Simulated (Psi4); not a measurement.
Two rigid molecules brought together: CH3Cl ··· F4Si (SMILES CCl and F[Si](F)(F)F), singlet. Monomers: optimised at B3LYP-D3(BJ) (def2-TZVP), held rigid. Orientation: lowest of the rigid-body minima from ten starts at GFN2-xTB. Only R, the distance of the centres of mass, is varied, so the lowest point isn't the relaxed dimer.

Methods: PBE/def2-TZVP, counterpoise-corrected (Psi4); PBE-D3(BJ)/def2-TZVP, counterpoise-corrected (Psi4); SAPT0/jun-cc-pVDZ, frozen core (Psi4).

Interaction energies in kJ/mol; the last columns give the difference from SAPT0:

| R / Å | PBE/def2-TZVP | PBE-D3(BJ)/def2-TZVP | SAPT0/jun-cc-pVDZ | PBE/def2-TZVP − SAPT0/jun-cc-pVDZ | PBE-D3(BJ)/def2-TZVP − SAPT0/jun-cc-pVDZ |
|---|---|---|---|---|---|
| 2.98 | 27.64 | 18.05 | 23.36 | 4.29 | -5.31 |
| 3.15 | 11.16 | 2.33 | 7.33 | 3.83 | -4.99 |
| 3.41 | -0.26 | -7.81 | -3.29 | 3.03 | -4.53 |
| 3.58 | -3.06 | -9.76 | -5.65 | 2.59 | -4.11 |
| 3.76 | -4.11 | -9.92 | -6.32 | 2.21 | -3.60 |
| 4.00 | -4.11 | -8.79 | -5.89 | 1.79 | -2.90 |
| 4.27 | -3.43 | -7.01 | -4.83 | 1.41 | -2.18 |
| 4.60 | -2.47 | -5.00 | -3.53 | 1.06 | -1.48 |
| 5.09 | -1.38 | -2.86 | -2.12 | 0.74 | -0.75 |
| 5.78 | -0.56 | -1.28 | -1.06 | 0.50 | -0.22 |
| 6.77 | -0.19 | -0.47 | -0.44 | 0.25 | -0.03 |
| 8.08 | -0.07 | -0.16 | -0.17 | 0.10 | 0.00 |

PBE/def2-TZVP is furthest from SAPT0/jun-cc-pVDZ at 2.98 (4.29 kJ/mol, above); its mean absolute difference over the points is 1.81 kJ/mol.

PBE-D3(BJ)/def2-TZVP is furthest from SAPT0/jun-cc-pVDZ at 2.98 (-5.31 kJ/mol, below); its mean absolute difference over the points is 2.51 kJ/mol.
